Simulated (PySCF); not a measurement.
Ligands exchanged one at a time, In CH3-NH2. All species are isolated molecules in the gas phase. One relaxed conformer stands for each flexible species; it need not be the lowest. Strings in code marks are SMILES.

The HOMO from two functionals at the same geometries (B3LYP-D3(BJ)/def2-TZVP), both in PySCF: PBE-D3(BJ)/def2-TZVP and ωB97X-D3(BJ)/def2-TZVP. 

| species | ωB97X-D3(BJ)/def2-TZVP (eV) |
|---|---|
| 0 of 3 CH3 replaced by NH2 (`[CH3][In]([CH3])[CH3]`) | -9.31 |
| 1 of 3 CH3 replaced by NH2 (`[CH3][In]([CH3])[NH2]`) | -9.03 |
| 2 of 3 CH3 replaced by NH2 | -9.05 |
| 3 of 3 CH3 replaced by NH2 | -9.27 |

Problem. What does PBE-D3(BJ)/def2-TZVP give for each?

Solution. 
- 0 of 3 CH3 replaced by NH2 (`[CH3][In]([CH3])[CH3]`): -5.84
- 1 of 3 CH3 replaced by NH2 (`[CH3][In]([CH3])[NH2]`): -5.20
- 2 of 3 CH3 replaced by NH2: -5.17
- 3 of 3 CH3 replaced by NH2: -5.37
Over these rows, drawn at random from the members with no instability flagged (it was tested for open shells, ions and some series alone), PBE minus ωB97X-D3(BJ): mean +3.77 eV, from +3.48 eV to +3.90 eV.
